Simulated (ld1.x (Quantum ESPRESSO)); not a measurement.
rubidium, TM: configuration errors across variants

* Element: rubidium (Rb)
* Generator: ld1.x (Quantum ESPRESSO) 7.5
* Type: norm-conserving Troullier–Martins (Kleinman–Bylander form)
* Functional: PBE
* Relativity: scalar-relativistic
* Frozen core: [Ar] 3d10
* Valence charge: 9
* Reference configuration: 4s2 4p6 5s1 5p0
* Partial waves: 4s (bound): rc 2.40 bohr; 4p (bound): rc 1.65 bohr; 4d channel at 0.15 Ry: rc 2.00 bohr; 4f channel at 0.3 Ry: rc 2.40 bohr
* Local potential: the f channel
* Core correction: none

Occupied shells without a wave of their own: 5s. They enter only through the test configuration that unscreens the potential.

All-electron excitation energies from the reference (eV): (1) 4s2 4p6 5s0 5p0 4.154; (2) 4s2 4p6 5s0.5 5p0 1.578; (3) 4s2 4p6 5s0 5p1 1.520; (4) 4s1 4p6 5s1 5p0 37.735; (5) 4s2 4p5 5s1 5p0 21.140.

For the base: The 5s level has no wave, so the channel is fitted at the deeper level alone: the likely source of the large errors.

Tests that are not counted but printed errors over 1 eV. “all radii scaled by about 0.74 (s 1.78, p 1.22, d 1.48, f 1.78 bohr)”: 4s2 4p6 5s0 5p1 (solver errors, printed error -2.9 eV). “all radii scaled by about 0.83 (s 1.98, p 1.36, d 1.66, f 1.98 bohr)”: 4s2 4p6 5s0 5p1 (solver errors, printed error -660 eV).

A true bound ghost makes a file unfit for plane-wave use even where its test errors are small: the radial tests pick states by their node count and pass the ghost by.

The file “all radii scaled by about 1.10 (s 2.64, p 1.82, d 2.20, f 2.64 bohr)” misses its own reference levels by 0.3 eV. The file “all radii scaled by about 1.16 (s 2.78, p 1.92, d 2.32, f 2.78 bohr)” misses its own reference levels by 0.4 eV. The file “all radii scaled by about 1.26 (s 3.02, p 2.08, d 2.52, f 3.02 bohr)” misses its own reference levels by 0.4 eV. The file “all radii scaled by about 1.33 (s 3.18, p 2.20, d 2.66, f 3.18 bohr)” misses its own reference levels by 0.4 eV. The file “all radii scaled by about 1.38 (s 3.30, p 2.28, d 2.76, f 3.30 bohr)” misses its own reference levels by 0.4 eV.

Errors AE − PS in meV (a dash: test not solved or not reliable):

| change | (1) | (2) | (3) | (4) | (5) | bound ghosts |
| --- | --- | --- | --- | --- | --- | --- |
| base | -470 | -177 | -311 | +181 | +183 | none |
| all radii scaled by about 0.74 (s 1.78, p 1.22, d 1.48, f 1.78 bohr) | -323 | -122 | – | +393 | +265 | none |
| all radii scaled by about 0.83 (s 1.98, p 1.36, d 1.66, f 1.98 bohr) | -322 | -121 | – | +233 | +188 | none |
| all radii scaled by about 0.87 (s 2.10, p 1.44, d 1.74, f 2.10 bohr) | -353 | -132 | – | +209 | +180 | none |
| all radii scaled by about 0.97 (s 2.32, p 1.60, d 1.94, f 2.32 bohr) | -444 | -167 | -293 | +187 | +181 | none |
| all radii scaled by about 1.10 (s 2.64, p 1.82, d 2.20, f 2.64 bohr) | -581 | -219 | -386 | +149 | +186 | none |
| all radii scaled by about 1.16 (s 2.78, p 1.92, d 2.32, f 2.78 bohr) | -631 | -238 | -420 | +127 | +183 | none |
| all radii scaled by about 1.26 (s 3.02, p 2.08, d 2.52, f 3.02 bohr) | -692 | -263 | -460 | +62 | +166 | none |
| all radii scaled by about 1.33 (s 3.18, p 2.20, d 2.66, f 3.18 bohr) | -681 | -260 | -441 | +39 | +157 | none |
| all radii scaled by about 1.38 (s 3.30, p 2.28, d 2.76, f 3.30 bohr) | -645 | -246 | -419 | +15 | +146 | d |

(1) Give the same row for: all radii scaled by about 1.04 (s 2.50, p 1.72, d 2.08, f 2.50 bohr).

Answers

(1) -526, -198, -349, +167, +185; bound ghosts: none.
